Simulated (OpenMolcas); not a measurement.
Fe V: the spin-orbit constant, Racah parameters, worked from levels

* Program: OpenMolcas 26.06
* Basis: ANO-RCC-VTZP [6s5p3d2f1g]
* Scalar Hamiltonian: DKH2, point nucleus
* Active space: 4 electrons in 5 orbitals (3d)
* State averaging: 2S+1 = 5 even, 5 roots; 2S+1 = 3 even, 45 roots kept (CI in the orbitals of an earlier block); 2S+1 = 1 even, 50 roots kept (CI in the orbitals of an earlier block)
* Spin-orbit coupling: RASSI with atomic mean-field integrals over the reference wave functions, term energies averaged over their components

Methods: CASSCF; MS-CASPT2, IPEA 0.25 Eh, imaginary shift 0.1 Eh (closed shells correlated: 3s 3p). Measured levels: Corliss and Sugar, J. Phys. Chem. Ref. Data 11, 135 (1982).

**The spin-orbit constant.** For the Hund term 5D of d4, E(J) = (A/2) J(J+1) + constant and ζ = 2S·A = 4A. From J = 0 to J = 4 the energy changes by 10 A.

| Source | E(4) - E(0) | A | ζ |
| --- | --- | --- | --- |
| CASSCF | 1406.2 | 140.6 | 562 |
| MS-CASPT2 | 1411.3 | 141.1 | 565 |
| measured | 1282.8 | 128.3 | 513 |

All in cm-1. MS-CASPT2 is off by +10.0 % and CASSCF by +9.6 %. Both methods take the spin-orbit matrix elements from the reference wave functions, so the second can move ζ only through the term energies and any multistate remixing. Second-order mixing with other terms is absorbed into this ζ.

**Racah parameters.** Above 5D, d4 has 3G at 9B + 4C, 3H at 4B + 4C and 3D at 16B + 4C. The first two fix B and C, and the third tests them; where it misses by thousands of cm-1, two parameters do not describe the configuration (Trees and configuration-interaction terms are left out) and B and C hang on the terms chosen. Term energies are centres of gravity, weighted by 2J + 1.

| Source | 3G | 3H | B | C | C/B | 3D from B, C | 3D found |
| --- | --- | --- | --- | --- | --- | --- | --- |
| CASSCF | 33920 | 26713 | 1441 | 5237 | 3.63 | 44004 | 43621 |
| MS-CASPT2 | 30485 | 25309 | 1035 | 5292 | 5.11 | 37728 | 37276 |
| measured | 29390 | 24478 | 982 | 5137 | 5.23 | 36260 | 35945 |

Energies in cm-1. From CASSCF to MS-CASPT2, B changes by -28.2 % and C by +1.1 %. Against the measured terms, MS-CASPT2 has B off by +5.4 % and C by +3.0 %.

Term energies are means over components that CASPT2 splits; among the terms shown or strongly mixed into the levels shown the widest spread is 350 cm-1 (3d4 3H, MS-CASPT2). Terms from blocks run as CI alone lack orbitals of their own. Without dynamic correlation excited terms often stand tens of per cent too high (terms of higher spin than the ground term too low), and those without a measured partner can miss by more than the paired ones (holds for CASSCF). Measured partners are found by configuration, term and J. A level has none where our copy of the source lacks it or the pairing is in doubt (some pairs that miss far off the trend of their configuration count as doubtful), and it then counts in no deviation. Levels of configurations outside the active space are missing.
